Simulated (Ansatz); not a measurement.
## Ansatz (development build ahead of 0.2.0) run

```yaml
crystal:
  periodic: [false, false, false]
  atoms:
    - { symbol: Co, position_ang: [0.0, 0.0, 0.0] }
    - { symbol: H, position_ang: [0.0, 0.0, 1.53] }
basis:
  gaussian: { orbitals: def2-SVP }
magnetization:
  spin_polarized: true
hamiltonian:
  xc: pbe0
scf:
  omitted_lower_state_checks: [stability, starts, atomic_configurations, cluster_reference, orbital_swaps, given_window_search, neighbouring_geometries, increment]
output:
  forces: true
```

The input is written out in the form of the current development build from the run's settings.

Output:

```json
{
 "Converged": "yes",
 "Total energy": "-1382.83972 hartree",
 "Spin squared of the determinant": "1.002"
}
```

Forces (eV/Å):
```json
{"atom": "Co1", "Fx": "0.000", "Fy": "0.000", "Fz": "0.481"}
{"atom": "H2", "Fx": "0.000", "Fy": "0.000", "Fz": "-0.481"}
```

Caution: another spin multiplicity may lie lower; the unrestricted determinant is a mixture of spin states.
